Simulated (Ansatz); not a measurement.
Zn7Te6⁺. Charge 1, multiplicity 2. Geometry PBE-D4/def2-SVP.

Cartesian coordinates in Å:
```
Zn 1.5282 -1.3304 1.4737
Zn 2.4256 0.1178 -0.6208
Zn -1.2757 -0.6572 -0.9975
Zn 0.3308 2.1303 -0.1220
Zn 1.0703 -2.9669 -1.5923
Zn -3.1354 1.4559 -0.3352
Zn -0.5635 0.6888 1.9677
Te 2.1138 1.3417 1.8292
Te -1.0131 -1.8111 1.4496
Te -3.6764 -0.4023 -1.8473
Te 3.3718 -2.2824 -0.1348
Te 0.6015 0.7928 -2.3261
Te -1.7780 2.9229 1.2560
```

In the def2 sets Te takes a core potential; there is no spin–orbit coupling. Single mean-field runs in def2-TZVP are fitted with def2-universal-jkfit. At BLYP-D4/def2-TZVP the gap within one spin of the charge 1 doublet nearly closes, so an electron or hole may be smeared out by delocalisation error. The structure comes from a short search, and lower isomers may exist.

**Question.** Estimate the α-spin orbital energies around the gap (eV) in Ansatz with PBE-D4/def2-SVP, BLYP-D4/def2-TZVP, r2SCAN-D4/def2-TZVP, PBE0-D4/def2-SVP, PBE0-D4/def2-TZVP.

**Answer.** 
```
orbital  PBE-D4/def2-SVP  BLYP-D4/def2-TZVP  r2SCAN-D4/def2-TZVP  PBE0-D4/def2-SVP  PBE0-D4/def2-TZVP
 HOMO−9            -9.85              -9.67               -10.15            -10.85             -10.81
 HOMO−8            -9.75              -9.53               -10.04            -10.76             -10.70
 HOMO−7            -9.63              -9.46                -9.93            -10.55             -10.54
 HOMO−6            -9.53              -9.29                -9.80            -10.53             -10.46
 HOMO−5            -9.50              -9.28                -9.78            -10.48             -10.43
 HOMO−4            -9.29              -9.09                -9.57            -10.26             -10.22
 HOMO−3            -9.17              -8.98                -9.44            -10.13             -10.08
 HOMO−2            -9.11              -8.97                -9.41             -9.98             -10.00
 HOMO−1            -8.40              -8.32                -8.85             -9.26              -9.31
   HOMO            -7.96              -7.93                -8.30             -8.84              -8.95
   LUMO            -6.29              -6.38                -6.38             -5.61              -5.79
 LUMO+1            -6.14              -6.21                -6.29             -5.55              -5.79
 LUMO+2            -5.66              -5.73                -5.78             -5.05              -5.28
 LUMO+3            -5.51              -5.49                -5.48             -4.84              -4.91
 LUMO+4            -5.31              -5.31                -5.29             -4.63              -4.71
 LUMO+5            -5.29              -5.31                -5.22             -4.56              -4.63
 β HOMO            -7.96              -7.93                -8.30             -8.84              -8.94
 β LUMO            -7.74              -7.80                -7.62             -7.05              -7.11
```
